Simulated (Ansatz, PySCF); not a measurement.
ditellurium (Te2), triplet, geometry from GFN2-xTB (core potentials on Te), with bond 2-1 at 1.8 times its length. Base run: CASSCF(4,4)/def2-SVP (PySCF).

Input for PySCF:
```python
from pyscf import gto, scf, mcscf
import numpy

mol = gto.Mole()
mol.atom = '''
    Te   -0.00000000   -0.00000000   -1.30099916
    Te    0.00000000    0.00000000    3.38259782
'''
mol.basis = 'def2-svp'
mol.ecp = {'Te': 'def2-svp'}
mol.spin = 2
mol.verbose = 3
mol.build()

mf = scf.ROHF(mol)
mf.kernel()
mc = mcscf.CASSCF(mf, 4, 4)
mc.fix_spin_(ss=2.0)
mc.kernel()
occ = numpy.linalg.eigvalsh(mc.fcisolver.make_rdm1(mc.ci, mc.ncas, mc.nelecas))[::-1]
ss = mc.fcisolver.spin_square(mc.ci, mc.ncas, mc.nelecas)[0]
print('natural occupations', occ.round(4), ' <S^2>', round(ss, 4))
```

Programs used: Ansatz (an electronic-structure program), PySCF; a row that names a program was run with it.

The base run was repeated with changes; each row names its change, and settings that it needs were set with it.

```
change                                                ΔE vs base (kcal/mol)                           natural occupations  <S^2> of the state        outcome
----------------------------------------------------  ---------------------  --------------------------------------------  ------------------  -------------
base                                                                  0.000                           1.23 1.00 1.00 0.77                2.00      converged
active space = 8 electrons, 7 orbitals                                -73.3            1.99 1.99 1.02 1.01 1.01 0.98 0.01                2.00      converged
state_average = 2 states                                              0.027                                             -                   -      converged
correction = SC-NEVPT2                                               -151.4                           1.23 1.00 1.00 0.77                2.00      converged
code = ansatz; correction = SC-NEVPT2, all electrons                 -190.9                                             -                   -      converged
active space = 8 electrons, 9 orbitals                                    -                                             -                   -  not converged
conv_tol = 1e-5                                                       0.000                           1.23 1.00 1.00 0.77                2.00      converged
code = ansatz                                                         -69.9                                             -                   -      converged
solver = newton                                                       0.000                           1.23 1.00 1.00 0.77                2.00      converged
active space = 10 electrons, 9 orbitals                               -79.9  1.99 1.99 1.99 1.02 1.00 1.00 0.98 0.01 0.01                2.00      converged
active space = 6 electrons, 5 orbitals                                -69.7                      2.00 1.11 1.02 0.98 0.89                2.00      converged
```

Active orbitals are taken around the Fermi level unless the row says otherwise; CASSCF can end in different local minima, and two programs can end on different orbitals. State-averaged rows give the lowest state.

Open shells are given as the SCF converged; they aren't shown to be the lowest states, and a large step between rows can be another state.
